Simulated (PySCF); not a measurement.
Method: PySCF 2.14.0 with PBE-D3(BJ)/def2-TZVP // PBE0-D4/def2-SVP. Isolated molecules, 0 K electronic values unless said otherwise. One relaxed conformer stands for a flexible species; it need not be the lowest. Excitations are Tamm–Dancoff values on a coarser integration grid. The basis has no diffuse functions, so Rydberg states are missing or too high.

Reference species (SMILES): `[F][Sn]([F])([F])[F]` (neutral, multiplicity 1).

- S1 excitation (TDA) = 5.44 eV
- HOMO = -10.22 eV
- S1 oscillator strength = 0.000

Changed species: `C[CH2][Sn]([CH2]C)([CH2]C)[CH2]C` (4 of 4 F replaced by C2H5; the reference has 0 of 4 F replaced by C2H5).

Question: Give the shifts of the S1 excitation (TDA), HOMO and S1 oscillator strength.

Answer: the S1 excitation (TDA) rises by 0.29 eV, to 5.73 eV; the HOMO increases by 4.37 eV, to -5.85 eV; the S1 oscillator strength hardly moves.
